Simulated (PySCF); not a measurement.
B3LYP has the VWN-RPA correlation part, as in Gaussian. Excitations are Tamm–Dancoff values on a coarser integration grid. The basis has no diffuse functions, so Rydberg states are missing or too high.

H₉ClSi₄, SMILES `Cl[Si]([SiH3])([SiH3])[SiH3]` (charge 0, multiplicity 1)

Level of theory: PySCF with B3LYP-D3(BJ)/def2-TZVP.

```json
{
  "HOMO": "-7.61 eV",
  "dipole_moment": "1.31 D",
  "HOMO–LUMO gap": "6.37 eV",
  "LUMO": "-1.25 eV",
  "S1 excitation (TDA)": "5.36 eV",
  "S1 oscillator strength": "0.001",
  "T1 excitation (TDA)": "4.84 eV",
  "S1–T1 gap (TDA)": "0.53 eV",
  "vertical ionisation energy (Delta-SCF)": "9.42 eV",
  "total_energy": "-1623.8078 Ha",
  "cost": "about 6 core-minutes (a rough figure)"
}
```

Bond lengths (Å): Si1–Si2 2.344, Si1–H6 1.484, Si1–H7 1.482, Si1–H8 1.482, Si2–Si3 2.344, Si2–Si4 2.344, Si2–Cl5 2.101, Si3–H9 1.484, Si3–H10 1.482, Si3–H11 1.482, Si4–H12 1.484, Si4–H13 1.482, Si4–H14 1.482. Bond angles (°): Si2–Si1–H6 108.8, Si2–Si1–H7 110.2, Si2–Si1–H8 110.2, H6–Si1–H7 109.1, H6–Si1–H8 109.1, H7–Si1–H8 109.4, Si1–Si2–Si3 111.3, Si1–Si2–Si4 111.3, Si1–Si2–Cl5 107.6, Si3–Si2–Si4 111.3, Si3–Si2–Cl5 107.6, Si4–Si2–Cl5 107.6, Si2–Si3–H9 108.8, Si2–Si3–H10 110.2, Si2–Si3–H11 110.2, H9–Si3–H10 109.1, H9–Si3–H11 109.1, H10–Si3–H11 109.4, Si2–Si4–H12 108.8, Si2–Si4–H13 110.2, Si2–Si4–H14 110.2, H12–Si4–H13 109.1, H12–Si4–H14 109.1, H13–Si4–H14 109.4.
